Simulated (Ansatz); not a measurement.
HCl+, multiplicity 2 (lowest of 2S+1 = 2, 4 at CCSD(T)/def2-TZVPP on PBE0 minima; our sources give no spin for the ground state, which may be another), most abundant isotopes (1.0078 and 34.9689 u). Constants from fifth-degree fits in 1/R to seven points on the lowest solution found; no spin–orbit coupling, no relativity up to Kr; ω_e x_e and α_e move by some per cent with the fit.

Frozen-core correlation. CBS(a, b) extrapolates the correlation energy as X⁻³ and adds the Hartree–Fock energy of set b.

Codes used: Ansatz (an electronic-structure program). Each number belongs to the level named beside it.

```json
[
 {"level": "PBE/def2-TZVPP", "r_e (Å)": "1.3326", "ω_e (cm⁻¹)": "2571.6", "ω_e x_e (cm⁻¹)": "54.5", "α_e (cm⁻¹)": "0.328"},
 {"level": "CCSD(T)/CBS(aug-cc-pV(Q+d)Z, aug-cc-pV(5+d)Z)", "r_e (Å)": "1.3154", "ω_e (cm⁻¹)": "2685.1", "ω_e x_e (cm⁻¹)": "54.7", "α_e (cm⁻¹)": "0.324"}
]
```

Derive the rotational constants, the centrifugal constant, the fundamental, the zero-point energy and the force constant.


μ = 0.97959 u.
- PBE/def2-TZVPP: B_e = 16.8576/(μ r_e²) = 9.6906 cm⁻¹; B₀ = B_e − α_e/2 = 9.5267 cm⁻¹; D = 4B_e³/ω_e² = 5.50e-04 cm⁻¹; fundamental ω_e − 2ω_e x_e = 2463 cm⁻¹; zero-point energy ω_e/2 − ω_e x_e/4 = 1272 cm⁻¹; k = μ(2πcω_e)² = 382 N/m
- CCSD(T)/CBS(aug-cc-pV(Q+d)Z, aug-cc-pV(5+d)Z): B_e = 16.8576/(μ r_e²) = 9.9451 cm⁻¹; B₀ = B_e − α_e/2 = 9.7831 cm⁻¹; D = 4B_e³/ω_e² = 5.46e-04 cm⁻¹; fundamental ω_e − 2ω_e x_e = 2576 cm⁻¹; zero-point energy ω_e/2 − ω_e x_e/4 = 1329 cm⁻¹; k = μ(2πcω_e)² = 416 N/m
